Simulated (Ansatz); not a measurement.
Stepwise reaction of `[NH2][Sn][NH2]` with methanol, as a gas-phase model of exchange steps in deposition or etching. ΔE in kJ/mol; ΔG adds harmonic PBE0-D4 terms to CCSD(T)/CBS, at 1 bar.

Gas-phase electronic energies from Ansatz, PBE0-D4/def2-TZVP geometries. CCSD(T)/CBS is the MP2 limit (def2-TZVPP, def2-QZVPP) plus CCSD(T) − MP2 in def2-TZVPP, frozen cores. This one scheme is used for every species. DFT in def2-TZVPP. B3LYP here is the variant with VWN-RPA as its local correlation; programs differ in this. Elements past krypton have def2 core potentials. For Sn outer-core shells are correlated without core-valence functions, which leaves a few kJ/mol of doubt a bond. One conformer a species, not always the lowest.

```
step                                          reaction  PBE-D4  B3LYP-D4  ωB97M-V  CCSD(T)/CBS  ΔG(600 K)
   1  `[NH2][Sn][NH2]` + CH₃OH → `C[O][Sn][NH2]` + NH₃   -37.4     -38.0    -33.3        -35.9      -26.1
```

(1) Give the row of step 2, `C[O][Sn][NH2]` + CH₃OH → `C[O][Sn][O]C` + NH₃. (Best estimate.)

(2) By hand: ΔE of the 2 steps together at CCSD(T)/CBS.

## Answers

(1) Computed: 
```csv
step,reaction,PBE-D4,B3LYP-D4,ωB97M-V,CCSD(T)/CBS,ΔG(600 K)
2,`C[O][Sn][NH2]` + CH₃OH → `C[O][Sn][O]C` + NH₃,-27.4,-30.0,-24.3,-26.0,-20.7
```

(2) (-35.9) + (-26.0) = -61.9 kJ/mol, or -30.9 kJ/mol a step.

In ΔE each step is higher than the one before. All are downhill at CCSD(T)/CBS. ΔG lies between -26.1 and -20.7 kJ/mol a step. PBE-D4 differs from CCSD(T)/CBS by -1.5 to -1.4 kJ/mol a step. Isolated molecules leave out the surface, adducts and barriers. Largest T1 diagnostic: 0.017.
